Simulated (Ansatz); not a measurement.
Program: Ansatz. Geometries: PBE0-D4/def2-TZVP. ΔE: electronic, gas phase. CCSD(T)/CBS adds triple-zeta CCSD(T) − MP2 to the extrapolated MP2 energy (def2 sets, frozen cores). This one scheme is used for every species. Functionals use def2-TZVPP. For Zn outer-core shells are correlated without core-valence functions, which leaves a few kJ/mol of doubt a bond. Scalar relativity is left out up to krypton. Each species was taken in one conformer, which may not be the lowest.

Consider the ligand exchange at a Zn–F bond: `C[O][Zn][F]` + CH₃OH → `C[O][Zn][O]C` + H–F.

CCSD(T)/CBS gives +39.1 kJ/mol.

Problem. Another level gave +40.7 kJ/mol. Which?
A. B97M-V/def2-TZVPP
B. r2SCANh-D4/def2-TZVPP
C. HF/def2-TZVPP
D. MP2/def2-TZVPP

Solution. B. r2SCANh-D4 40.7, MP2/def2-TZVPP 32.1, B97M-V 45.3, HF/def2-TZVPP 55.3 kJ/mol.

Largest T1 diagnostic among the species: 0.017.

In def2-TZVPP, CCSD(T) changes the Hartree–Fock value by −19.4 kJ/mol (the triples alone add −3.1 kJ/mol) and MP2 by −23.2 kJ/mol. The D4 term adds −4.8 kJ/mol with B3LYP and −2.7 kJ/mol with PBE0; it sums over pairs of atoms, weighted by their polarisabilities, and B3LYP, whose exchange is more repulsive, gets the larger term.

B3LYP here is the variant with VWN-RPA as its local correlation; programs differ in this.
